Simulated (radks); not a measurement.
Fractional charge and spin in the 5p shell of ytterbium: the spin-up occupation runs from 2 to 3 and the spin-down occupation from 2 to 3; the fullest corner is Yb, [Kr] 4d10 4f14 5s2 6s2 5p(up 3, down 3). Calculated with a radial shooting solver on a logarithmic mesh with Libxc functionals: scalar-relativistic Kohn-Sham, BLYP, spin-polarised, spherical densities, finite nucleus; Fermi nuclear charge, rms radius of each element as measured or else 0.836 A^(1/3) + 0.57 fm. Energy (eV) minus the two flat planes that join the four corners (they meet along the diagonal where the two added fractions sum to one electron); zero is where a piecewise linear energy would lie.

down \ up       2    2.25     2.5    2.75       3
2           0.000  -1.190  -1.576  -1.174   0.000
2.25       -1.190  -1.522  -1.068   0.155  -1.059
2.5        -1.576  -1.068   0.207  -0.958  -1.395
2.75       -1.174   0.155  -0.958  -1.345  -1.032
3           0.000  -1.059  -1.395  -1.032   0.000

Corners above the fullest one (they belong to Yb+ and the next ion): (up 3, down 2) 32.589 eV, (up 2, down 3) 32.589 eV, (up 2, down 2) 77.935 eV. With half an added electron in each spin the energy lies 0.207 eV from the planes, and with half an added electron in spin up alone -1.576 eV. The planes are only a guide here: the flat-plane condition holds for ground states with one frontier orbital, while this shell lies below other occupied shells, so the corners above the fullest one are inner-hole states and not the ground states of those ions.
